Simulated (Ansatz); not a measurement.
Start from `F[B](Cl)[GeH3]` and change one atom or group to get `FB(F)Cl`.

Ansatz, PBE0-D4/def2-TZVP geometries, multiplicity 1. 

Scalar relativity is left out up to krypton.

```json
{"property": "HOMO energy (B3LYP/def2-TZVPP) / eV", "`F[B](Cl)[GeH3]`": "-8.37"}
{"property": "size of the dipole moment (PBE/def2-TZVPP) / D", "`F[B](Cl)[GeH3]`": "0.49"}
{"property": "HOMO–LUMO gap (PBE0/def2-TZVPP) / eV", "`F[B](Cl)[GeH3]`": "7.01"}
{"property": "size of the dipole moment (ωB97M-V/def2-TZVPP) / D", "`F[B](Cl)[GeH3]`": "0.60"}
{"property": "size of the dipole moment (B3LYP/def2-TZVPP) / D", "`F[B](Cl)[GeH3]`": "0.58"}
{"property": "HOMO–LUMO gap (B3LYP/def2-TZVPP) / eV", "`F[B](Cl)[GeH3]`": "6.59"}
```

(1) Give the same properties after the change, and the shifts. (An estimate is asked.)

## Answers

(1) The calculation gave: 
```json
{"property": "HOMO energy (B3LYP/def2-TZVPP) / eV", "`FB(F)Cl`": "-9.61", "shift": "-1.24"}
{"property": "size of the dipole moment (PBE/def2-TZVPP) / D", "`FB(F)Cl`": "0.23", "shift": "-0.26"}
{"property": "HOMO–LUMO gap (PBE0/def2-TZVPP) / eV", "`FB(F)Cl`": "9.71", "shift": "2.70"}
{"property": "size of the dipole moment (ωB97M-V/def2-TZVPP) / D", "`FB(F)Cl`": "0.27", "shift": "-0.33"}
{"property": "size of the dipole moment (B3LYP/def2-TZVPP) / D", "`FB(F)Cl`": "0.29", "shift": "-0.29"}
{"property": "HOMO–LUMO gap (B3LYP/def2-TZVPP) / eV", "`FB(F)Cl`": "9.13", "shift": "2.54"}
```

With PBE0 the HOMO falls by 1.33 eV and the LUMO rises by 1.38 eV, so the gap widens by about 2.71 eV. PBE moves the HOMO by -1.05 eV and ωB97M-V by -1.51 eV. The zero-point energy changes by -52.8 kJ/mol with -9 modes. Dipoles are sizes alone; their direction can turn.

B3LYP here is the variant with VWN-RPA as its local correlation; programs differ in this.
